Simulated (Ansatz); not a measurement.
A search over several starts for the lowest SCF solution of the cluster Ti4 at the given spin, in a small basis.

```yaml
crystal:
  periodic: [false, false, false]
  atoms:
    - {symbol: Ti, position_ang: [0.077651, -0.809887, 1.276915]}
    - {symbol: Ti, position_ang: [-1.428828, 0.305079, -0.397296]}
    - {symbol: Ti, position_ang: [0.708117, -0.857985, -1.027129]}
    - {symbol: Ti, position_ang: [0.643060, 1.362793, 0.147509]}
basis:
  gaussian: {orbitals: def2-SVP, initial_orbitals: start.molden}
magnetization: {spin_polarized: true, initial_magnetization: 4}
hamiltonian: {xc: pbe0, dispersion: d4}
output: {orbitals: {seedname: orbitals}}
```

The file start.molden holds the orbitals of an earlier run on this structure, at another level or in another basis.

```sh
$ ansatz run in.yaml --threads 4 --pin off --events-out ev --progress --plain --max-ram 8704MiB
```

It prints (some lines left out):

```
Functional definition: PBE0
  name "PBE0"
  cite "Adamo & Barone, J. Chem. Phys. 110, 6158 (1999) doi:10.1063/1.478522"
  cite "Perdew, Burke & Ernzerhof, Phys. Rev. Lett. 77, 3865 (1996) doi:10.1103/PhysRevLett.77.3865"
  parent pbe
  parameter a = 0.25
  parameter kappa = 0.804
  parameter beta = 0.06672455060314922
  exchange = (1 - a)*pbe_x(kappa = kappa, mu = beta*pi^2/3) + a*exact_x
  correlation = pbe_c(beta = beta)
1400 factors; integrals over basis functions are off by at most 7.8e-4 eV
mean field evaluation 1: about -92417.5574 eV, gradient 5.1e0 eV
mean field evaluation 2: about -92417.8760 eV, gradient 5.1e-1 eV
mean field evaluation 4: about -92418.0406 eV, gradient 1.4e-1 eV
mean field evaluation 8: about -92418.0417 eV, gradient 9.5e-5 eV
mean field evaluation 16: about -92418.0432 eV, gradient 5.2e-3 eV
mean field evaluation 32: about -92418.0432 eV, gradient 3.3e-6 eV
mean field evaluation 64: about -92418.0154 eV, gradient 6.1e-1 eV
mean field evaluation 96: about -92385.4919 eV, gradient 9.8e1 eV
mean field evaluation 128: about -92384.7531 eV, gradient 9.7e1 eV
mean field evaluation 160: about -92384.7493 eV, gradient 9.7e1 eV
mean field evaluation 192: about -92374.8915 eV, gradient 9.4e1 eV
mean field evaluation 224: about -92384.4490 eV, gradient 9.7e1 eV
mean field evaluation 256: about -92385.4120 eV, gradient 9.7e1 eV
mean field evaluation 288: about -92374.8888 eV, gradient 9.4e1 eV
mean field evaluation 320: about -92368.1672 eV, gradient 9.1e1 eV
mean field evaluation 352: about -92384.9111 eV, gradient 9.7e1 eV
mean field evaluation 384: about -92385.6202 eV, gradient 9.7e1 eV
mean field evaluation 416: about -92384.9910 eV, gradient 9.8e1 eV
mean field evaluation 448: about -92385.2920 eV, gradient 9.8e1 eV
mean field evaluation 480: about -92379.9875 eV, gradient 9.5e1 eV
mean field evaluation 512: about -92379.9726 eV, gradient 9.5e1 eV
mean field evaluation 544: about -92373.5907 eV, gradient 9.2e1 eV
mean field evaluation 576: about -92374.7370 eV, gradient 9.4e1 eV
mean field evaluation 608: about -92367.8673 eV, gradient 9.1e1 eV
mean field evaluation 640: about -92377.8887 eV, gradient 9.4e1 eV
mean field evaluation 672: about -92373.0625 eV, gradient 9.2e1 eV
mean field evaluation 704: about -92332.7372 eV, gradient 9.5e1 eV
mean field evaluation 736: about -92332.7273 eV, gradient 9.5e1 eV
mean field evaluation 768: about -92332.7125 eV, gradient 9.5e1 eV
mean field evaluation 800: about -92332.7027 eV, gradient 9.5e1 eV
mean field evaluation 832: about -92404.1272 eV, gradient 1.9e1 eV
mean field evaluation 864: about -92417.2532 eV, gradient 4.4e0 eV
mean field evaluation 896: about -92417.9904 eV, gradient 6.8e-1 eV
mean field evaluation 928: about -92416.5441 eV, gradient 5.5e0 eV
mean field evaluation 960: about -92418.1255 eV, gradient 4.3e-1 eV
mean field evaluation 992: about -92418.0773 eV, gradient 2.1e-1 eV
mean field -92418.13736284 eV, -3396.3039048210 hartree, gradient 2.5e-6 eV, S^2 7.409358; 19 other end points of the search recorded, 0 dependent functions left out
reference -92418.13739182 eV, -3396.3039058860 hartree; 46, 42 occupied and 78, 82 virtual orbitals, 1400 factors
Total energy: -92418.27818076 eV, -3396.3090797840 hartree
```

Hardware: 4 threads of Intel Xeon 6975P-C on a shared host. Wall time 2.6 min, peak host memory 0.85 GiB.

Other converged states that the search met: 0.09 eV higher (⟨S²⟩ = 6.96).

The charge 0 quintet is spin-contaminated (final ⟨S²⟩ up to 7.41, 6.00 for a pure state). The structure comes from a short search, and lower isomers may exist.
